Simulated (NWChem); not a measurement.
## Total energies of ditellurium (Te$_{2}$)

```xyz
2

Te     0.0000     0.0000     1.2818
Te     0.0000     0.0000    -1.2818
```
Charge 0, spin multiplicity 3.

All runs are NWChem calculations. The geometry was optimised at UPBE0/def2-SVP with def2 effective core potentials on Te, a minimum by its harmonic frequencies.

Basis set: def2-TZVP (100 functions).

```csv
method,total energy (Ha),relative cost
UHF,-534.04504,1
UMP2,-534.93786,under 3
UB2PLYP,-535.72783,under 3
UPBE,-536.07104,under 3
UB3LYP,-536.25736,under 3
UPBE0,-536.10119,under 3
```

Total energies of different functionals aren't comparable as a measure of quality: only differences taken within one method are. The cost column gives rough processor time relative to UHF; each entry includes its own SCF.

Effective core potentials replace the inner electrons of Te; spin-orbit coupling is left out. The correlated methods keep 8 core orbitals frozen. B3LYP has NWChem's definition, with VWN1-RPA local correlation. The unpaired electrons of the parent sit in orbitals of symmetry b2g and b3g (D2h labels of the run); other states weren't searched. The stability of the SCF solutions was not checked. Open-shell Hartree-Fock references start from PBE0 orbitals; any time given for them includes that run.
